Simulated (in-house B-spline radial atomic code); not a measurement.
Values are calculated unless marked as measured or tabulated.
## Weak and strong correlation along the adiabatic connection

Two-electron singlets in several external potentials (atomic units), by full CI in B-splines with partial waves to l = 8 (correlation energies up to 0.6 % small). The repulsion is scaled by λ at fixed density; W(λ) is the mean repulsion less the Hartree energy, W(0) = E_x, and the area under W from 0 to 1 is E_xc.

One system gave this curve:

```csv
λ,W (hartree)
0,-0.26642
0.02,-0.26887
0.05,-0.27238
0.12,-0.27986
0.25,-0.29145
0.4,-0.30186
0.6,-0.31223
0.8,-0.31991
1,-0.3258
1.4,-0.33431
2,-0.34254
3,-0.35079
4.5,-0.35789
7,-0.36445
10,-0.36896
```

Question: Which system is it?
A. ω²r²/2 − Z/r, ω = 0.639, Z = 1
B. −Z/r, Z = 0.75, wall at 12 bohr
C. ω²r²/2 − Z/r, ω = 0.199, Z = 3
D. −Z/r, Z = 1.82, wall at 0.468 bohr

Answer: B. The exchange energy sets the size: −Z/r, Z = 0.75, wall at 12 bohr: E_x = -0.266, E_c = -0.0374; −Z/r, Z = 1.82, wall at 0.468 bohr: E_x = -4, E_c = -0.0501; ω²r²/2 − Z/r, ω = 0.199, Z = 3: E_x = -1.66, E_c = -0.0433; ω²r²/2 − Z/r, ω = 0.639, Z = 1: E_x = -0.789, E_c = -0.0387 hartree.
